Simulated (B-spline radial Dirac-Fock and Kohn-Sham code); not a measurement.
K-line shifts caused by a second vacancy in Cs²⁺

System: cesium as Cs²⁺, [Kr] 4d10 5s2 5p5.

Input of the calculation (task.json; shells as n, l, electrons):

```json
{"items": [{
  "Z": 55,
  "q": 2,
  "cfg": [[1, 0, 2], [2, 0, 2], [2, 1, 6], [3, 0, 2], [3, 1, 6], [3, 2, 10], [4, 0, 2], [4, 1, 6], [4, 2, 10], [5, 0, 2], [5, 1, 5]],
  "A": 133,
  "rrms": 4.8041,
  "do": ["binding", "quiet", "double"]
}]}
```

Run with: `python xray_run.py task.json out`

Level of theory: relaxed Dirac-Fock hole states (ΔSCF) with Breit and QED corrections and a finite nucleus; an atomic code on a B-spline grid. Each two-hole energy is an average over J within one jj subconfiguration, not an observable level; in light atoms, where LS coupling holds, the j-resolved values are not observed lines, and for a K spectator the Kα1 hypersatellite is nearly forbidden. Correlation and solid-state effects are left out.

Lines without a spectator: Kα2 (K-L2) 30622.2 eV, Kα1 (K-L3) 30970.0 eV, Kβ3 (K-M2) 34913.0 eV, Kβ1 (K-M3) 34981.1 eV. Shifts in eV with one spectator hole (a dash: not computed, or left out as unreliable):

| spectator hole | Kα2 | Kα1 | Kβ3 | Kβ1 |
| --- | --- | --- | --- | --- |
| K (1s) | +650.2 | +675.7 | +832.4 | +838.0 |
| L2 (2p1/2) | +73.8 | +94.3 | – | +195.8 |
| L3 (2p3/2) | +68.8 | +70.1 | +168.3 | – |
| M2 (3p1/2) | – | +11.61 | +25.56 | +30.9 |
| M3 (3p3/2) | +8.00 | – | +25.27 | +24.86 |
| M4 (3d3/2) | +1.64 | -1.35 | – | – |
| M5 (3d5/2) | -2.01 | +0.30 | – | – |

Run: 74 s of CPU time on 1 thread of Neoverse-N1 (shared host), peak memory 0.50 GiB.
